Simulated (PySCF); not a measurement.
Computed shifts of a molecule CH₅N₃OSi, PBE/pcSseg-1 (PySCF), GIAO, gas phase, atoms alike by connectivity averaged where their shifts nearly agree, in ppm (number of nuclei): ¹⁵N: 183.9 (1), 46.0 (1), 26.8 (1). ¹³C: 112.4 (1). ²⁹Si: -32.2 (1). ¹H: 5.43 (1), 1.80 (1), 1.59 (1), 0.93 (1), 0.82 (1). References: ¹⁵N against NH3 (σ = 267.0 ppm); ¹³C against TMS (σ = 182.0 ppm); ¹⁷O against H2O (σ = 334.3 ppm); ²⁹Si against TMS (σ = 335.4 ppm); ¹H against TMS (σ = 31.49 ppm), references at their B3LYP-D3(BJ)/def2-TZVP geometries, non-relativistic. Geometry optimised at PBE0-D3(BJ)/def2-SVP. The values are those of a single conformer.

Question: Which molecule gave these data?
(A) N[SiH](N)N=C=O
(B) N#CO[SiH](N)N
(C) N[Si]1(N)N=CO1

Answer: B, N#CO[SiH](N)N
